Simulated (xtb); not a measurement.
C3H10Si (SMILES C[SiH](C)C), singlet, geometry from GFN2-xTB, atoms displaced at random by about 0.02 Å a coordinate; GFN1-xTB run with xtb 6.7.1.

Here is a job for xtb.
```
$ xtb mol.xyz --gfn 1 --opt tight --json

# file mol.xyz
14

Si     0.06292751     0.18447634     0.35675529
C     -1.00622647     1.31452405    -0.79785945
C      1.78290590    -0.15103614    -0.37597023
C     -0.90711821    -1.47444740     0.57354113
H      0.15679234     0.81076496     1.68760439
H     -1.08862182     0.86440086    -1.78750383
H     -1.90904955     1.53243850    -0.37525937
H     -0.43633394     2.32122300    -0.93487798
H      2.36675623    -0.80979543     0.21491942
H      1.66499269    -0.60348973    -1.39470592
H      2.32074219     0.79145627    -0.53777674
H     -0.99520925    -1.97680240    -0.37801588
H     -1.88597170    -1.27890327     0.99026059
H     -0.32524155    -2.15073846     1.24236409
```

Output, abridged:

```
   ID    Z sym.   atoms
    1   14 Si     1
    2    6 C      2-4
    3    1 H      5-14

           -------------------------------------------------
          |                Calculation Setup                |
           -------------------------------------------------

           -------------------------------------------------
          |                 G F N 1 - x T B                 |
           -------------------------------------------------

          ...................................................
          :                      SETUP                      :
          :.................................................:
          :  # basis functions                  42          :
          :  # atomic orbitals                  41          :
          :  # shells                           29          :
          :  # electrons                        26          :
          :  # halogen bonds                     0          :
          :  max. iterations                   250          :
          :  Hamiltonian                  GFN1-xTB          :
          :  restarted?                      false          :
          :  GBSA solvation                  false          :
          :  PC potential                    false          :
          :  electronic temp.          300.0000000     K    :
          :  accuracy                    1.0000000          :
          :  -> integral cutoff          0.2500000E+02      :
          :  -> integral neglect         0.1000000E-07      :
          :  -> SCF convergence          0.1000000E-05 Eh   :
          :  -> wf. convergence          0.2000000E-04 e    :
          :  Broyden damping             0.4000000          :
          :  net charge                          0          :
          :  unpaired electrons                  0          :
          ...................................................

 iter      E             dE          RMSdq      gap      omega  full diag
   1    -13.7587336 -0.137587E+02  0.753E+00    6.96       0.0  T
   2    -13.7661182 -0.738469E-02  0.457E+00    7.01       1.0  T
   3    -13.7664835 -0.365219E-03  0.330E-01    7.13       1.0  T
   4    -13.7669131 -0.429669E-03  0.375E-02    7.07       1.0  T
   5    -13.7669238 -0.107121E-04  0.133E-02    7.08       2.0  T
   6    -13.7669240 -0.203223E-06  0.385E-03    7.08       6.9  T
   7    -13.7669242 -0.164856E-06  0.529E-04    7.08      50.5  T
   8    -13.7669242 -0.218717E-08  0.325E-05    7.08     821.8  T
   9    -13.7669242 -0.935430E-11  0.788E-06    7.08    3390.3  T

   *** convergence criteria satisfied after 9 iterations ***

         :::::::::::::::::::::::::::::::::::::::::::::::::::::
         ::                     SUMMARY                     ::
         :::::::::::::::::::::::::::::::::::::::::::::::::::::
         :: total energy             -13.580555181963 Eh    ::
         :: gradient norm              0.119071149503 Eh/a0 ::
         :: HOMO-LUMO gap              7.078096826619 eV    ::
         ::.................................................::
         :: SCC energy               -13.766924209537 Eh    ::
         :: -> electrostatic           0.002893631078 Eh    ::
         :: repulsion energy           0.190846710162 Eh    ::
         :: dispersion energy         -0.004477682588 Eh    ::
         :: halogen bond corr.         0.000000000000 Eh    ::
         :: add. restraining           0.000000000000 Eh    ::
         :: total charge               0.000000000000 e     ::
         :::::::::::::::::::::::::::::::::::::::::::::::::::::

      -----------------------------------------------------------
     |                   =====================                   |
     |                        A N C O P T                        |
     |                   =====================                   |
     |               Approximate Normal Coordinate               |
     |                Rational Function Optimizer                |
      -----------------------------------------------------------
      -----------------------------------------------------------
     |                   =====================                   |
     |                        A N C O P T                        |
     |                   =====================                   |
     |               Approximate Normal Coordinate               |
     |                Rational Function Optimizer                |
      -----------------------------------------------------------

          ...................................................
          :                      SETUP                      :
          :.................................................:
          :   optimization level             tight          :
          :   max. optcycles                   200          :
          :   ANC micro-cycles                  20          :
          :   degrees of freedom                36          :
          :.................................................:
          :   RF solver                   davidson          :
          :   write xtbopt.log                true          :
          :   linear?                        false          :
          :   energy convergence         0.1000000E-05 Eh   :
          :   grad. convergence          0.8000000E-03 Eh/α :
          :   maxmium RF displ.          1.0000000          :
          :   Hlow (freq-cutoff)         0.1000000E-01      :
          :   Hmax (freq-cutoff)         5.0000000          :
          :   S6 in model hess.         20.0000000          :
          ...................................................

generating ANC from exact Hessian ...
Using Lindh-Hessian (1995)
 Shifting diagonal of input Hessian by    6.9862937607801223E-003
 Lowest  eigenvalues of input Hessian
    0.000000    0.000000    0.000000    0.000000    0.000000    0.000000
    0.010000    0.010246    0.010817    0.010869    0.011260    0.013034
[...]
 * total energy  :   -13.5805552 Eh     change       -0.2948752E-12 Eh
 * total energy  :   -13.5903875 Eh     change       -0.9832331E-02 Eh
 * total energy  :   -13.5915525 Eh     change       -0.1164955E-02 Eh
 * total energy  :   -13.5916050 Eh     change       -0.5255405E-04 Eh
 * total energy  :   -13.5916177 Eh     change       -0.1267869E-04 Eh
 * total energy  :   -13.5916214 Eh     change       -0.3719566E-05 Eh
 * total energy  :   -13.5916222 Eh     change       -0.8102949E-06 Eh
   *** GEOMETRY OPTIMIZATION CONVERGED AFTER 7 ITERATIONS ***
[...]
   3    -13.7713106 -0.532907E-14  0.103E-07    7.47  100000.0  T

   *** convergence criteria satisfied after 3 iterations ***

         :::::::::::::::::::::::::::::::::::::::::::::::::::::
         ::                     SUMMARY                     ::
         :::::::::::::::::::::::::::::::::::::::::::::::::::::
         :: total energy             -13.591622230404 Eh    ::
         :: gradient norm              0.000254822221 Eh/a0 ::
         :: HOMO-LUMO gap              7.465597796335 eV    ::
         ::.................................................::
         :: SCC energy               -13.771310550135 Eh    ::
         :: -> electrostatic           0.002826676866 Eh    ::
         :: repulsion energy           0.184134717141 Eh    ::
         :: dispersion energy         -0.004446397410 Eh    ::
         :: halogen bond corr.         0.000000000000 Eh    ::
         :: add. restraining           0.000000000000 Eh    ::
         :: total charge               0.000000000000 e     ::
         :::::::::::::::::::::::::::::::::::::::::::::::::::::

           -------------------------------------------------
          |                Property Printout                |
           -------------------------------------------------

    * Orbital Energies and Occupations

         #    Occupation            Energy/Eh            Energy/eV
      -------------------------------------------------------------
         1        2.0000           -0.6375414             -17.3484
         2        2.0000           -0.6094939             -16.5852
         3        2.0000           -0.6094781             -16.5847
         4        2.0000           -0.5662307             -15.4079
         5        2.0000           -0.5136459             -13.9770
         6        2.0000           -0.5102079             -13.8835
         7        2.0000           -0.5102050             -13.8834
         8        2.0000           -0.5021200             -13.6634
         9        2.0000           -0.5020698             -13.6620
        10        2.0000           -0.4960383             -13.4979
        11        2.0000           -0.4454933             -12.1225
        12        2.0000           -0.4344434             -11.8218
        13        2.0000           -0.4344139             -11.8210 (HOMO)
        14                         -0.1600583              -4.3554 (LUMO)
        15                         -0.1599835              -4.3534
        16                         -0.1495694              -4.0700
        17                         -0.1108657              -3.0168
        18                         -0.0970318              -2.6404
        19                         -0.0970170              -2.6400
        20                         -0.0770305              -2.0961
        21                         -0.0770186              -2.0958
        22                         -0.0552274              -1.5028
        23                         -0.0388183              -1.0563
        24                         -0.0323231              -0.8796
       ...                                ...                  ...
        41                          1.3587607              36.9738
      -------------------------------------------------------------
                  HL-Gap            0.2743557 Eh            7.4656 eV
             Fermi-level           -0.2972361 Eh           -8.0882 eV

  Mulliken/CM5 charges         n(s)   n(p)   n(d)
     1Si    0.22580 -0.01071   1.275  1.830  0.670
     2C    -0.19353 -0.30316   1.010  3.183  0.000
     3C    -0.19352 -0.30312   1.010  3.183  0.000
     4C    -0.19349 -0.30308   1.010  3.183  0.000
     5H    -0.07151  0.01609   1.072  0.000  0.000
     6H     0.04726  0.10036   0.953  0.000  0.000
     7H     0.04742  0.10050   0.953  0.000  0.000
     8H     0.04744  0.10053   0.953  0.000  0.000
     9H     0.04739  0.10046   0.953  0.000  0.000
    10H     0.04724  0.10035   0.953  0.000  0.000
    11H     0.04742  0.10048   0.953  0.000  0.000
    12H     0.04724  0.10034   0.953  0.000  0.000
    13H     0.04740  0.10047   0.953  0.000  0.000
    14H     0.04743  0.10049   0.953  0.000  0.000

Wiberg/Mayer (AO) data.
largest (>0.10) Wiberg bond orders for each atom

 ---------------------------------------------------------------------------
     #   Z sym  total        # sym  WBO       # sym  WBO       # sym  WBO
 ---------------------------------------------------------------------------
     1  14 Si   4.492 --     2 C    1.048     4 C    1.048     3 C    1.048
                             5 H    0.926
     2   6 C    3.951 --     1 Si   1.048     7 H    0.944     8 H    0.944
                             6 H    0.941
     3   6 C    3.951 --     1 Si   1.048     9 H    0.944    11 H    0.944
                            10 H    0.941
     4   6 C    3.951 --     1 Si   1.048    13 H    0.944    14 H    0.944
                            12 H    0.941
     5   1 H    0.992 --     1 Si   0.926
     6   1 H    1.000 --     2 C    0.941
     7   1 H    0.999 --     2 C    0.944
     8   1 H    0.999 --     2 C    0.944
     9   1 H    0.999 --     3 C    0.944
    10   1 H    1.000 --     3 C    0.941
    11   1 H    0.999 --     3 C    0.944
    12   1 H    1.000 --     4 C    0.941
    13   1 H    0.999 --     4 C    0.944
    14   1 H    0.999 --     4 C    0.944
 ---------------------------------------------------------------------------

Topologies differ in total number of bonds
Writing topology from bond orders to xtbtopo.mol

 dipole moment from electron density (au)
     X       Y       Z
  -0.0348  -0.1405  -0.2874  total (Debye):    0.818

optimized geometry written to: xtbopt.xyz

           -------------------------------------------------
          | TOTAL ENERGY              -13.591622230404 Eh   |
          | GRADIENT NORM               0.000254822221 Eh/α |
          | HOMO-LUMO GAP               7.465597796335 eV   |
           -------------------------------------------------
```
